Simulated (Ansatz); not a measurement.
Calculated with Ansatz (gas phase, PBE0-D4/def2-TZVP geometries, no zero-point term in ΔE). CCSD(T)/CBS adds triple-zeta CCSD(T) − MP2 to the extrapolated MP2 energy (def2 sets, frozen cores). This one scheme is used for every species. DFT in def2-TZVPP. B3LYP here is the variant with VWN-RPA as its local correlation; programs differ in this. For Ge outer-core shells are correlated without core-valence functions, which leaves a few kJ/mol of doubt a bond. Scalar relativity is left out up to krypton. One conformer a species, not always the lowest.

Reaction (cleavage of the B–Ge bond): `[SiH3][SiH2][BH][GeH3]` + HCl → `[SiH3][SiH2]BCl` + GeH₄

| level | ΔE (kcal/mol) |
| --- | --- |
| PBE-D4 | -22.4 |
| B3LYP-D4 | -23.6 |
| ωB97X-V | -24.1 |
| PBE0 | -23.5 |
| HF/def2-TZVPP | -26.7 |
| MP2/def2-QZVPP | -23.9 |
| MP2/CBS(def2) | -23.6 |
| CCSD/CBS(def2) | -22.4 |

What does CCSD(T)/CBS give? (Best estimate.)

The calculation gave: -22.3 kcal/mol. The listed levels differ from it by -0.1, -1.3, -1.8, -1.2, -4.4, -1.6, -1.3, -0.1 kcal/mol.

Largest T1 diagnostic among the species: 0.014.

The D4 term adds +1.3 kcal/mol with B3LYP and +0.8 kcal/mol with PBE0; it sums over pairs of atoms, weighted by their polarisabilities, and B3LYP, whose exchange is more repulsive, gets the larger term. In def2-TZVPP, CCSD(T) changes the Hartree–Fock value by +3.9 kcal/mol (the triples alone add +0.0 kcal/mol) and MP2 by +2.6 kcal/mol.
